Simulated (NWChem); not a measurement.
CdNH₂I; SMILES [NH2][Cd][I]

```xyz
5

Cd     0.0008     1.0773    -0.0157
I     -0.0003    -1.5158     0.0085
N     -0.0032     3.0863     0.1320
H     -0.8167     3.5105    -0.3138
H      0.8130     3.5134    -0.3057
```
Atoms are numbered in this order, from 1.

All runs: NWChem. Geometry: optimised at PBE0/def2-SVP. def2 effective core potentials on Cd, I; no spin-orbit coupling. Vertical excitations in the gas phase.

Q: What does the run give for BHandHLYP/def2-SVP, TDA? Quantities: lowest excitation, singlet (eV); oscillator strength of that lowest state; orbital gap (eV).

A: 
```yaml
lowest excitation, singlet (eV): 4.77
oscillator_strength_of_that_lowest_state: 0.050
orbital gap (eV): 7.50
```
